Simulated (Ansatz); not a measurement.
## Energy on a grid of two coordinates

SiH₃SeCl (SMILES Cl[SiH2][SeH]), singlet, PBE0-D4/def2-TZVP minimum:

Cl1  (-2.338, 0.107, -0.077)
Si2  (-0.321, -0.072, -0.385)
Se3  (0.656, 0.318, 1.627)
H4  (-0.039, -1.441, -0.874)
H5  (0.088, 0.926, -1.398)
H6  (1.996, 0.098, 1.061)
(Å)

Rows set the bond length Cl1–Si2 (Å; 2.048 at the minimum), columns the dihedral angle Cl1–Si2–Se3–H6 (°; 179.2), set in this order; the parts move rigidly, in a bend the first-named atom's side turns in the plane, and in a torsion the whole end group turns. CCSD(T) energies count from the value at that structure, in kcal/mol. Ansatz 0.2.0; basis: def2-TZVPP; cores frozen in the correlated methods. Filled d shells of the heavier atoms are correlated. The def2 sets are not built for correlating such inner shells, so the correlated values are less sure here.

| Cl1–Si2 \ Cl1–Si2–Se3–H6 | -164.0 | -119.0 | -74.0 | -29.0 | 16.0 | 61.0 | 106.0 | 151.0 |
| --- | --- | --- | --- | --- | --- | --- | --- | --- |
| 1.761 | 30.12 | 31.28 | 31.03 | ? | 31.82 | 30.96 | 31.36 | 30.45 |
| 1.910 | 5.78 | 6.61 | 6.22 | 6.77 | 7.11 | 6.18 | 6.60 | 6.03 |
| 2.127 | 1.12 | 1.36 | 0.73 | 1.48 | 1.85 | 0.75 | 1.21 | 1.24 |
| 2.381 | 14.91 | 14.31 | 13.37 | 14.47 | 14.92 | 13.47 | ? | 14.83 |
| 2.662 | 36.55 | 34.99 | 33.70 | 35.29 | ? | 33.91 | 34.41 | 36.24 |

Q: Fill in the withheld cells. (An estimate is asked for; the value comes from the calculation.)

A: The calculation gives: (1.761, -29.0): 31.48; (2.381, 106.0): 13.96; (2.662, 16.0): 35.85 kcal/mol. These count from the CCSD(T) energy at the PBE0-D4 minimum.

The same grid for a cheaper method: HF − CCSD(T), both counted from the minimum, in kcal/mol:
| Cl1–Si2 \ Cl1–Si2–Se3–H6 | -164.0 | -119.0 | -74.0 | -29.0 | 16.0 | 61.0 | 106.0 | 151.0 |
| --- | --- | --- | --- | --- | --- | --- | --- | --- |
| 1.761 | 0.78 | 1.14 | 0.94 | 0.81 | 0.83 | 0.86 | 1.14 | 0.89 |
| 1.910 | 0.24 | 0.63 | 0.48 | 0.37 | 0.39 | 0.41 | 0.65 | 0.36 |
| 2.127 | 0.07 | 0.50 | 0.41 | 0.31 | 0.33 | 0.34 | 0.53 | 0.19 |
| 2.381 | 0.56 | 1.02 | 0.98 | 0.88 | 0.89 | 0.92 | 1.07 | 0.68 |
| 2.662 | 1.70 | 2.13 | 2.11 | 2.03 | 2.03 | 2.07 | 2.17 | 1.82 |

T1 diagnostic: at most 0.012.

For scale, one of the runs: CCSD(T)/def2-TZVPP, 174 basis functions (an equivalent command: `ansatz run in.yaml --threads 4`). Time: 46 s of wall clock on 4 CPU threads; the host was shared. Peak host memory: 1.4 GiB.
